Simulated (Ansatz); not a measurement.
**Molecular dynamics of CH4O2Si**

Input file:

```yaml
crystal:
  periodic: [false, false, false]
  atoms:
    - { symbol: O, position_ang: [-0.943129, 1.848035, -0.264572] }
    - { symbol: C, position_ang: [-0.634734, 0.565654, 0.226749] }
    - { symbol: Si, position_ang: [0.858204, -0.353565, -0.090543] }
    - { symbol: O, position_ang: [0.744159, -2.025616, 0.319036] }
    - { symbol: H, position_ang: [-0.507911, 1.860575, -1.19504] }
    - { symbol: H, position_ang: [-1.126533, 0.488322, 1.217831] }
    - { symbol: H, position_ang: [1.109348, -0.372285, -1.525269] }
    - { symbol: H, position_ang: [0.500587, -2.01112, 1.311808] }
basis:
  gaussian: { orbitals: STO-3G }
hamiltonian:
  xc: r2scan
md:
  timestep: 0.5
  n_steps: 150
  ensemble: nve
  temperature: 300.0
  initial_velocities: maxwell_boltzmann
  seed: 345604
```

Run as:

```bash
$ ansatz run input.yaml --threads 1 --pin off --max-ram 2048MiB --backend cpu --events-out ev --progress --plain --runs-dir out
```

It starts from a relaxed structure.

Output, in part (one step line in 6, the closing report, with atoms numbered from 0):

```
md step     0: t =     0.00 fs  T =   300.0 K  F+E_penalty+E_count = -12907.75907598 eV  E_kin = 0.232668 eV  conserved = -12907.52640798 eV  (23 SCF iters)
md step     6: t =     3.00 fs  T =   132.9 K  F+E_penalty+E_count = -12907.62774169 eV  E_kin = 0.103090 eV  conserved = -12907.52465138 eV  (30 SCF iters)
md step    12: t =     6.00 fs  T =   103.0 K  F+E_penalty+E_count = -12907.60491586 eV  E_kin = 0.079886 eV  conserved = -12907.52502976 eV  (30 SCF iters)
md step    18: t =     9.00 fs  T =   155.5 K  F+E_penalty+E_count = -12907.64621441 eV  E_kin = 0.120593 eV  conserved = -12907.52562179 eV  (30 SCF iters)
md step    24: t =    12.00 fs  T =   204.9 K  F+E_penalty+E_count = -12907.68426646 eV  E_kin = 0.158918 eV  conserved = -12907.52534804 eV  (29 SCF iters)
md step    30: t =    15.00 fs  T =   122.1 K  F+E_penalty+E_count = -12907.61960242 eV  E_kin = 0.094729 eV  conserved = -12907.52487339 eV  (30 SCF iters)
md step    36: t =    18.00 fs  T =   114.8 K  F+E_penalty+E_count = -12907.61458894 eV  E_kin = 0.089067 eV  conserved = -12907.52552244 eV  (30 SCF iters)
md step    42: t =    21.00 fs  T =   146.1 K  F+E_penalty+E_count = -12907.63843593 eV  E_kin = 0.113301 eV  conserved = -12907.52513527 eV  (29 SCF iters)
md step    48: t =    24.00 fs  T =   164.5 K  F+E_penalty+E_count = -12907.65265054 eV  E_kin = 0.127572 eV  conserved = -12907.52507843 eV  (29 SCF iters)
md step    54: t =    27.00 fs  T =   160.3 K  F+E_penalty+E_count = -12907.65002308 eV  E_kin = 0.124317 eV  conserved = -12907.52570605 eV  (29 SCF iters)
md step    60: t =    30.00 fs  T =    89.5 K  F+E_penalty+E_count = -12907.59419233 eV  E_kin = 0.069406 eV  conserved = -12907.52478638 eV  (23 SCF iters)
md step    66: t =    33.00 fs  T =   170.7 K  F+E_penalty+E_count = -12907.65766918 eV  E_kin = 0.132379 eV  conserved = -12907.52529064 eV  (29 SCF iters)
md step    72: t =    36.00 fs  T =   161.3 K  F+E_penalty+E_count = -12907.65042024 eV  E_kin = 0.125061 eV  conserved = -12907.52535967 eV  (30 SCF iters)
md step    78: t =    39.00 fs  T =   164.8 K  F+E_penalty+E_count = -12907.65328899 eV  E_kin = 0.127779 eV  conserved = -12907.52551036 eV  (30 SCF iters)
md step    84: t =    42.00 fs  T =    77.6 K  F+E_penalty+E_count = -12907.58457701 eV  E_kin = 0.060179 eV  conserved = -12907.52439826 eV  (30 SCF iters)
md step    90: t =    45.00 fs  T =   191.1 K  F+E_penalty+E_count = -12907.67411164 eV  E_kin = 0.148193 eV  conserved = -12907.52591898 eV  (30 SCF iters)
md step    96: t =    48.00 fs  T =   143.6 K  F+E_penalty+E_count = -12907.63634704 eV  E_kin = 0.111351 eV  conserved = -12907.52499555 eV  (29 SCF iters)
md step   102: t =    51.00 fs  T =   144.5 K  F+E_penalty+E_count = -12907.63700835 eV  E_kin = 0.112038 eV  conserved = -12907.52496996 eV  (29 SCF iters)
md step   108: t =    54.00 fs  T =   139.6 K  F+E_penalty+E_count = -12907.63369940 eV  E_kin = 0.108272 eV  conserved = -12907.52542764 eV  (30 SCF iters)
md step   114: t =    57.00 fs  T =   181.4 K  F+E_penalty+E_count = -12907.66603628 eV  E_kin = 0.140704 eV  conserved = -12907.52533231 eV  (30 SCF iters)
md step   120: t =    60.00 fs  T =   142.8 K  F+E_penalty+E_count = -12907.63554922 eV  E_kin = 0.110758 eV  conserved = -12907.52479141 eV  (28 SCF iters)
md step   126: t =    63.00 fs  T =   140.2 K  F+E_penalty+E_count = -12907.63443496 eV  E_kin = 0.108771 eV  conserved = -12907.52566388 eV  (30 SCF iters)
md step   132: t =    66.00 fs  T =   113.0 K  F+E_penalty+E_count = -12907.61267075 eV  E_kin = 0.087652 eV  conserved = -12907.52501908 eV  (30 SCF iters)
md step   138: t =    69.00 fs  T =   167.2 K  F+E_penalty+E_count = -12907.65452026 eV  E_kin = 0.129654 eV  conserved = -12907.52486639 eV  (30 SCF iters)
md step   144: t =    72.00 fs  T =   202.4 K  F+E_penalty+E_count = -12907.68270321 eV  E_kin = 0.156939 eV  conserved = -12907.52576422 eV  (29 SCF iters)
md step   150: t =    75.00 fs  T =    86.1 K  F+E_penalty+E_count = -12907.59180988 eV  E_kin = 0.066757 eV  conserved = -12907.52505257 eV  (25 SCF iters)
Total energy: -12907.59181527 eV, -474.3452501311 hartree
Atom 0 at    -0.944174     1.854701    -0.237972 Å, force    -0.151183     1.451891    -1.195049 eV/Å
Atom 1 at    -0.644088     0.592737     0.186760 Å, force     0.484362    -2.363182     1.916656 eV/Å
Atom 2 at     0.854643    -0.373273    -0.093065 Å, force    -0.298440     1.324952     0.718359 eV/Å
Atom 3 at     0.766198    -2.018683     0.325075 Å, force    -0.740645    -0.455474     1.305731 eV/Å
Atom 4 at    -0.621390     1.809040    -1.209005 Å, force    -0.043528     0.583610    -0.183475 eV/Å
Atom 5 at    -1.053876     0.524835     1.230503 Å, force     0.025521    -0.134770    -0.403246 eV/Å
Atom 6 at     1.182666    -0.402486    -1.464282 Å, force     0.246096    -0.070305    -1.256776 eV/Å
Atom 7 at     0.345547    -1.955357     1.280819 Å, force     0.477815    -0.336722    -0.902199 eV/Å
Dipole moment:     0.023463     0.147311     0.033163 e Å
```

All steps were run. The conserved energy stayed within 0.26 meV per atom of its start (net change 0.17 meV per atom), so the integration is sound. The temperature averaged 0.49 of the 300 K drawn at the start: a run that starts near a minimum puts about half its kinetic energy into the potential. A run of 0.075 ps of so small a system gives no equilibrium averages. Limits of this set-up: minimal basis.

The same pairs are bonded in the first frame and the last. Pairs count as bonded within 1.25 times the sum of covalent radii (0.12 Å more for H–H).

Last frame:

```xyz
8
Properties=species:S:1:pos:R:3
O -0.944 1.855 -0.238
C -0.644 0.593 0.187
Si 0.855 -0.373 -0.093
O 0.766 -2.019 0.325
H -0.621 1.809 -1.209
H -1.054 0.525 1.230
H 1.183 -0.403 -1.464
H 0.345 -1.955 1.281
```

Time of the run: 5.2 min on 1 thread of Arm Neoverse V1, with other jobs on the host, peak memory 0.1 GiB.
